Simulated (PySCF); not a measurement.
H4P, SMILES [PH4+], charge +1.

Geometry optimised at TPSSh-D3(BJ)/def2-TZVPD. The isomer is the one that the SMILES or the coordinates give; other isomers of the formula were not compared.

Two levels are set side by side: TDA-PBE/def2-TZVPD (PySCF) and TDA-LC-ωPBE/def2-TZVPD (PySCF). Vertical, same geometry. The lowest singlet is HOMO−2→LUMO+1 50 %, HOMO−1→LUMO 50 % with PBE and HOMO→LUMO 49 %, HOMO−2→LUMO+2 49 % with the other functional; states are paired by order. Differences are taken from unrounded values.

```json
[
 {"quantity": "lowest singlet excitation (eV)", "TDA-PBE": "10.73"},
 {"quantity": "lowest triplet excitation (TDA) (eV)", "TDA-PBE": "9.44"},
 {"quantity": "first bright state (f over 0.05) (eV)", "TDA-PBE": "12.42"},
 {"quantity": "its oscillator strength", "TDA-PBE": "0.44"}
]
```

Task: These are the TDA-PBE values. What does TDA-LC-ωPBE give? (The exact figures need the calculation; the answer reports its results.)

Result: 
```json
[
 {"quantity": "lowest singlet excitation (eV)", "TDA-LC-ωPBE": "11.29", "TDA-PBE minus TDA-LC-ωPBE": "-0.56"},
 {"quantity": "lowest triplet excitation (TDA) (eV)", "TDA-LC-ωPBE": "9.99", "TDA-PBE minus TDA-LC-ωPBE": "-0.55"},
 {"quantity": "first bright state (f over 0.05) (eV)", "TDA-LC-ωPBE": "13.15", "TDA-PBE minus TDA-LC-ωPBE": "-0.73"},
 {"quantity": "its oscillator strength", "TDA-LC-ωPBE": "0.63", "TDA-PBE minus TDA-LC-ωPBE": "-0.20"}
]
```

Functionals without exact exchange tend to place singlet excitations lower, as here. Differences between two approximate levels are no errors against the true value.

Rough cost on one machine, each run with all the roots and properties that it gave: TDA-LC-ωPBE against TDA-PBE within a factor of 2.
